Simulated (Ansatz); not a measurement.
`BC[SiH2]CF` + CH₃OH → `BCOC` + `FC[SiH3]`  (substitution at a C–Si bond)

Calculated with Ansatz (gas phase, PBE0-D4/def2-TZVP geometries, no zero-point term in ΔE). CCSD(T)/CBS adds triple-zeta CCSD(T) − MP2 to the extrapolated MP2 energy (def2 sets, frozen cores). This one scheme is used for every species. DFT in def2-TZVPP. Each species was taken in one conformer, which may not be the lowest.

```
      level  ΔE (eV)
LDA (SPW92)     0.96
    PBE0-D4     1.04
```

What does CCSD(T)/CBS give? (An estimate is asked.)

Computed: +1.07 eV. The listed levels differ from it by -0.11, -0.03 eV.

What do rigid-rotor, harmonic-oscillator terms from PBE0-D4/def2-TZVP frequencies (298.15 K, 1 bar) make of the CCSD(T)/CBS value? (Best estimate.)

The calculation gave: ΔZPE = -0.07 eV, ΔH = +0.98 eV, ΔS = -9 J/(mol·K), ΔG = +1.01 eV. Modes under 50 cm⁻¹ make the entropy rough.

Largest T1 diagnostic among the species: 0.011.

At CCSD(T), def2-SVP lies −0.21 eV from the extrapolated value and def2-TZVPP −0.04 eV. Leaving LDA and LC-ωPBE aside and taking each functional with its dispersion term where it has one, the values, not all of them listed here, spread over 0.14 eV, from CAM-B3LYP-D4 to PBE-QIDH. In def2-TZVPP, CCSD(T) changes the Hartree–Fock value by +0.18 eV (the triples alone add +0.02 eV) and MP2 by +0.26 eV.
